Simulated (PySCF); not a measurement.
## Si: excitation energy

Si [Ne] 3s2 3p2 (3P) → Si [Ne] 3s2 3p1 4s1 (3P), as a difference of total energies. All numbers are calculated (PySCF 2.14, scalar relativity by spin-free X2C-1e, in x2c-QZVPPall with one added diffuse shell each of s, p, d, f type (10s7p5d3f1g, 86 functions)). Correlated levels: valence: [Ne] frozen. The calculations carry no spin-orbit coupling.

```
           method  excitation energy (eV)
              UHF                   4.756
    MP2 (valence)                   4.985
SCS-MP2 (valence)                   4.948
   CCSD (valence)                   4.977
CCSD(T) (valence)                   4.995
```

**Question.** How much does correlation contribute at CCSD(T) (valence)?

**Answer.** 4.995 − (4.756) = 0.239 eV, measured against UHF.

The promoted electron is Rydberg-like, and one or two diffuse shells describe it only roughly, which tends to raise the upper state.
